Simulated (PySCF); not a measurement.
Isomers of C9H10NP.

All values: PBE0/pcSseg-1 (PySCF) at GFN2-xTB geometries, gas phase, one conformer each.

(1) Rank by the highest Hirshfeld charge on any atom, lowest value first.
A. `p1c2c(n(C)c1C)cccc2`
B. `[CH:1]1=[CH:2][P:3]([c:4]2[cH:5][cH:6][n:7][cH:8][cH:9]2)[CH2:10][CH2:11]1` with C2–P3–C4–C5 -29°, C1–C2–P3–C4 -87°, C2–P3–C10–C11 -20°, P3–C10–C11–C1 23°, C2–C1–C11–C10 -17°
C. `N(c1pcccc1C#C)(C)C`

(2) Rank by LUMO energy, lowest first.
A. `[CH:1]1=[CH:2][P:3]([c:4]2[cH:5][cH:6][n:7][cH:8][cH:9]2)[CH2:10][CH2:11]1` with C2–P3–C4–C5 -29°, C1–C2–P3–C4 -87°, C2–P3–C10–C11 -20°, P3–C10–C11–C1 23°, C2–C1–C11–C10 -17°
B. `[CH:1]#[C:2][c:3]1[cH:4][p:5][cH:6][n:7]1[CH:8]1[CH2:9][CH2:10][CH2:11]1` with C6–N7–C8–C9 129°, N7–C8–C9–C10 -136°, C8–C9–C10–C11 15°, C9–C10–C11–C8 -15°, N7–C8–C11–C10 135°
C. `CC1=PC2=CC=CC=C2N1C`
D. `C#Cc1cccpc1N(C)C`
E. `[CH:1]#[C:2][CH2:3][n:4]1[cH:5][p:6][c:7]([CH:8]=[CH2:9])[c:10]1[CH3:11]` with C2–C3–N4–C5 100°, P6–C7–C8–C9 145°

(3) Rank by HOMO energy, lowest first.
A. `[CH:1]#[C:2][c:3]1[cH:4][p:5][cH:6][n:7]1[CH:8]1[CH2:9][CH2:10][CH2:11]1` with C6–N7–C8–C9 129°, N7–C8–C9–C10 -136°, C8–C9–C10–C11 15°, C9–C10–C11–C8 -15°, N7–C8–C11–C10 135°
B. `[CH:1]1=[CH:2][P:3]([c:4]2[cH:5][cH:6][n:7][cH:8][cH:9]2)[CH2:10][CH2:11]1` with C2–P3–C4–C5 -29°, C1–C2–P3–C4 -87°, C2–P3–C10–C11 -20°, P3–C10–C11–C1 23°, C2–C1–C11–C10 -17°
C. `Cc1pc2ccccc2n1C`
D. `C#Cc1cccpc1N(C)C`

Results:

(1) A (+0.059 e), C (+0.092 e), B (+0.150 e).

(2) D (-1.47 eV), A (-0.88 eV), C (-0.71 eV), B (-0.57 eV), E (-0.40 eV).

(3) B (-6.74 eV), A (-6.20 eV), D (-5.87 eV), C (-5.73 eV).

All values together:

```
            SMILES  μ (D)  HOMO (eV)  LUMO (eV)  lowest IAO charge (e)  highest IAO charge (e)  lowest Hirshfeld charge (e)  highest Hirshfeld charge (e)
   Cc1pc2ccccc2n1C   3.78      -5.73      -0.71             -0.430 (C)              +0.200 (P)                   -0.121 (C)                    +0.059 (H)
C1=CP(c2ccncc2)CC1   2.91      -6.74      -0.88             -0.431 (C)              +0.502 (P)                   -0.169 (N)                    +0.150 (P)
  C#Cc1cccpc1N(C)C   1.56      -5.87      -1.47             -0.362 (C)              +0.265 (P)                   -0.105 (C)                    +0.092 (H)
 C#CCn1cpc(C=C)c1C   3.80      -6.19      -0.40             -0.437 (C)              +0.256 (P)                   -0.121 (C)                    +0.099 (H)
  C#Cc1cpcn1C1CCC1   3.78      -6.20      -0.57             -0.404 (C)              +0.269 (P)                   -0.136 (C)                    +0.093 (H)
```

Conformers: `[CH:1]1=[CH:2][P:3]([c:4]2[cH:5][cH:6][n:7][cH:8][cH:9]2)[CH2:10][CH2:11]1` with C2–P3–C4–C5 -29°, C1–C2–P3–C4 -87°, C2–P3–C10–C11 -20°, P3–C10–C11–C1 23°, C2–C1–C11–C10 -17°; `[CH:1]#[C:2][CH2:3][n:4]1[cH:5][p:6][c:7]([CH:8]=[CH2:9])[c:10]1[CH3:11]` with C2–C3–N4–C5 100°, P6–C7–C8–C9 145°; `[CH:1]#[C:2][c:3]1[cH:4][p:5][cH:6][n:7]1[CH:8]1[CH2:9][CH2:10][CH2:11]1` with C6–N7–C8–C9 129°, N7–C8–C9–C10 -136°, C8–C9–C10–C11 15°, C9–C10–C11–C8 -15°, N7–C8–C11–C10 135°.
